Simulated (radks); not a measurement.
Results of a calculation; reference values are marked as such.
Fractional charge and spin in the 6s shell of lead: the spin-up occupation runs from 0 to 1 and the spin-down occupation from 0 to 1; the fullest corner is Pb, [Xe] 4f14 5d10 6p(up 1, down 1) 6s(up 1, down 1). Level of theory: scalar-relativistic Kohn-Sham, r2SCAN, spin-polarised, spherical densities, finite nucleus; meta-GGA in the generalised Kohn-Sham scheme; Fermi nuclear charge, rms radius of each element as measured or else 0.836 A^(1/3) + 0.57 fm (a radial shooting solver on a logarithmic mesh with Libxc functionals). Energy (eV) minus the two flat planes that join the four corners (they meet along the diagonal where the two added fractions sum to one electron); zero is where a piecewise linear energy would lie.

\begin{tabular}{lrrrrr}
down \ up & 0 & 0.25 & 0.5 & 0.75 & 1 \\ \hline
0 & 0.000 & -0.768 & -1.015 & -0.756 & 0.000 \\
0.25 & -0.768 & -0.920 & -0.558 & 0.301 & -0.706 \\
0.5 & -1.015 & -0.558 & 0.404 & -0.500 & -0.929 \\
0.75 & -0.756 & 0.301 & -0.500 & -0.823 & -0.686 \\
1 & 0.000 & -0.706 & -0.929 & -0.686 & 0.000 \\
\end{tabular}

Corners above the fullest one (they belong to Pb+ and the next ion): (up 1, down 0) 16.018 eV, (up 0, down 1) 16.018 eV, (up 0, down 0) 41.461 eV. With half an added electron in each spin the energy lies 0.404 eV from the planes, and with half an added electron in spin up alone -1.015 eV. The planes are only a guide here: the flat-plane condition holds for ground states with one frontier orbital, while this shell lies below other occupied shells, so the corners above the fullest one are inner-hole states and not the ground states of those ions.
